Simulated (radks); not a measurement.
Spherical quantum dot in the effective-mass picture: electrons in a well V = -V0 / (1 + exp((r - R)/a)) with V0 = 11.4, R = 5.16, a = 0.46, all in effective atomic units (hartree* = m*/eps^2 hartree, bohr* = eps/m* bohr), one dielectric constant everywhere. Calculated with a radial shooting solver with Libxc functionals: non-relativistic Kohn-Sham, r2SCAN, spin-polarised, spherical densities, generalised Kohn-Sham scheme. Levels are named by radial order and angular momentum (1s, 1p, 1d, 2s, ...), and open shells are averaged over m. Results are scaled to m* = 0.11 and eps = 13.3, for which hartree* = 16.92 meV and bohr* = 6.398 nm.

N = 6, configuration 1s2 1p(up 3, down 1). This is the lowest configuration that the search found. Occupied and some empty levels:

| level | occupation | eigenvalue (meV) | <r> (nm) |
|---|---|---|---|
| 1s up | 1 | -159.39 | 16.71 |
| 1s down | 1 | -158.58 | 16.39 |
| 1p up | 3 | -156.07 | 18.37 |
| 1p down | 1 | -154.97 | 18.34 |
| 1d up | 0 | -151.11 | 19.65 |
| 1d down | 0 | -149.83 | 19.69 |
| 2s up | 0 | -145.65 | 14.69 |
| 2s down | 0 | -145.10 | 14.68 |
| 1f up | 0 | -144.85 | 20.68 |
| 1f down | 0 | -143.38 | 20.75 |

Energy (meV): total -1031.01, kinetic 34.978, external -1138.1, Hartree 98.897, exchange-correlation -26.827.
